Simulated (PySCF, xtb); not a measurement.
C4H5FSi, SMILES C#C/C(F)=C/[SiH3].

Harmonic wavenumbers (cm⁻¹) from GFN2-xTB run with xtb at its own minimum, in rising order: 24, 107, 111, 170, 283, 402, 489, 521, 551, 563, 668, 677, 769, 770, 783, 789, 801, 874, 1101, 1235, 1643, 2244, 2265, 2267, 2273, 3089, 3392.

**Question.** What does PBE-D3(BJ)/def2-SVP (PySCF) give at its own minimum? (An estimate is asked for; the answer gives what the named calculation found.)

**Answer.** 67, 112, 117, 189, 323, 422, 537, 603, 612, 631, 660, 680, 775, 779, 868, 890, 908, 914, 1087, 1253, 1623, 2153, 2165, 2168, 2182, 3134, 3404. Paired by order, the mean absolute difference is 46 cm⁻¹ and the zero-point energies are 41.3 and 41.8 kcal/mol.
